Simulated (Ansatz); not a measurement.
System: hydroxy(trimethyl)silane, C₃H₁₀OSi, net charge 0, singlet state. 
Coordinates optimised at B3LYP-D3(BJ)/def2-TZVP (Ansatz, a quantum-chemistry and plane-wave program):
```
Si
O 1 1.6645
H 2 0.9597 1 118.16
C 1 1.8653 2 104.90 3 180.00
H 4 1.0919 1 110.92 2 -59.94
H 4 1.0919 5 107.88 1 -121.66
H 4 1.0925 5 107.98 6 -116.47
C 1 1.8744 2 110.33 3 -60.44
H 8 1.0921 1 111.02 2 -57.78
H 8 1.0930 9 107.89 1 121.89
H 8 1.0932 9 107.83 10 115.71
C 1 1.8744 2 110.33 3 60.44
H 12 1.0921 1 111.02 2 57.78
H 12 1.0930 13 107.89 1 -121.89
H 12 1.0932 13 107.83 14 -115.71
```
Charge 0, spin multiplicity 1.

Property: atomisation energy (electronic, to ground-state atoms), in kcal/mol. Cores are frozen in the correlated levels unless marked. Open shells are spin-unrestricted. No spin-orbit coupling. Non-relativistic. The coupled-cluster limit lacks core correlation, which all-electron functionals hold. CBS marks a two-point X^-3 extrapolation of the correlation energy; Hartree-Fock from the larger set. [CCSD(T)-MP2]/basis is that difference in the basis named.

| level | program | atomisation energy (kcal/mol) |
|---|---|---|
| HF/STO-3G | Ansatz | 1273.0 |
| HF/6-31G | Ansatz | 962.2 |
| HF/6-31G* | Ansatz | 1028.0 |
| BLYP-D4/def2-TZVPD | Ansatz + dftd4 | 1367.2 |
| BLYP/def2-TZVPD | Ansatz | 1351.9 |
| r2SCAN-D4/def2-TZVPD | Ansatz + dftd4 | 1379.2 |
| BHLYP-D3(BJ)/def2-TZVPD | Ansatz + dftd3 | 1349.6 |
| r2SCANh-D4/def2-TZVPD | Ansatz + dftd4 | 1373.9 |
| HSE06-D4/def2-TZVPD | Ansatz + dftd4 | 1376.7 |
| LC-wPBE-D3(BJ)/def2-TZVPD | Ansatz + dftd3 | 1378.4 |
| wB97X/def2-TZVPD | Ansatz | 1375.5 |
| RI-MP2/cc-pV(T+d)Z | Ansatz | 1360.4 |
| SCS-MP2/6-31G | Ansatz | 1162.5 |
| CCSD/6-31G | Ansatz | 1156.0 |
| CCSD/aug-cc-pV(D+d)Z | Ansatz | 1280.1 |
| CCSD(T)/cc-pV(D+d)Z | Ansatz | 1274.1 |
| CCSD(T)/cc-pVTZ | Ansatz | 1345.4 |
| CCSD(T)/cc-pV(Q+d)Z | Ansatz | 1368.3 |
| RI-MP2/CBS(cc-pV(T+d)Z,cc-pV(Q+d)Z)+[CCSD(T)-MP2]/cc-pV(D+d)Z | Ansatz | 1382.6 |
| RI-MP2/CBS(cc-pV(T+d)Z,cc-pV(Q+d)Z)+[CCSD(T)-MP2]/cc-pV(T+d)Z | Ansatz | 1382.0 |
| CCSD(T)/CBS(cc-pV(T+d)Z,cc-pV(Q+d)Z) | Ansatz | 1381.0 |
